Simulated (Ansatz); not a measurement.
`[CH2]1N[SiH2][SbH]1`, charge 0, multiplicity 1.

Problem. Give a relaxed structure at PBE0-D4/def2-TZVP (Ansatz 0.2.0). (Best estimate.)

Solution. Computed: 
Z-matrix (Å, degrees):
```
C
Sb 1 2.216
N 1 1.451 2 100.8
H 1 1.094 2 110.1 3 120.7
H 1 1.095 2 109.0 3 -119.8
Si 2 2.567 1 66.1 3 1.0
H 2 1.711 1 92.6 3 -88.3
H 3 1.008 1 118.1 2 -177.2
H 6 1.491 2 119.4 1 -115.8
H 6 1.494 2 117.7 1 113.3
```
This is one stationary point; other conformers may exist.
